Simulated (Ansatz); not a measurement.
Harmonic frequencies (cm⁻¹) at PBE0-D4/def2-TZVP from Ansatz: 66, 130, 174, 256, 276, 294, 349, 610, 692, 746, 824, 874, 953, 968, 1000, 1055, 1212, 1256, 1271, 1411, 1442, 1494, 1496, 1542, 3050, 3055, 3090, 3097, 3127, 3134.

Each molecule was computed in one conformer, which needn't be the lowest.

**Question.** Which molecule is it?
A. `[CH3][AlH][O][SiH2]O`
B. `CC[Si]1(F)C=N1`
C. `C[Si](C)(F)C#N`
D. `NC1(F)C=C[SiH2]1`

**Answer.** B.
